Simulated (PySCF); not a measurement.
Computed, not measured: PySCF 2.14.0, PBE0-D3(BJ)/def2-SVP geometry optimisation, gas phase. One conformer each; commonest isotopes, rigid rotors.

Species:
1. `[CH3:1][BH:2][PH2:3]` with C1–B2–P3–H -143° and -40°
2. `[CH3:1][CH:2]([CH3:3])[C@@H:4]1[CH2:5][CH2:6][NH:7][SiH2:8]1` with C1–C2–C4–C5 -59°, C2–C4–C5–C6 -164°, C4–C5–C6–N7 42°, C5–C6–N7–Si8 -25°, C6–N7–Si8–C4 3°
3. `[CH3:1][P@H:2](=[Se:3])[CH2:4][PH2:5]` with C1–P2–C4–P5 -174°, P2–C4–P5–H -45° and 49°

Rotational constants (MHz) and dipole components (D):

```tsv
set	A	B	C	μa	μb	μc
P	32648	4551	4186	0.62	0.30	0.84
Q	2373	1186	830.2	1.81	3.82	0.38
R	2847	1200	895.3	0.38	0.79	0.31
```

Problem. Which set belongs to which species?

Solution. P = 1, Q = 3, R = 2.

- 1 (set P): mass 60.0 u, 3 heavy atoms, longest extent 4.8 Å, near-prolate asymmetric top, Ia, Ib, Ic = 15.5, 111.0, 120.7 u·Å².
- 2 (set R): mass 129.1 u, 8 heavy atoms, longest extent 7.0 Å, C1, asymmetric top, Ia, Ib, Ic = 177.5, 421.1, 564.5 u·Å².
- 3 (set Q): mass 173.9 u, 5 heavy atoms, longest extent 5.5 Å, C1, asymmetric top, Ia, Ib, Ic = 213.0, 426.3, 608.8 u·Å².

Each constant is 505379 MHz·u·Å² over a principal moment. Point groups hold within 0.08 Å; constants that symmetry makes equal can differ a little in the computed geometry, and forbidden dipole components can keep a residue. No structure here is proved a minimum.
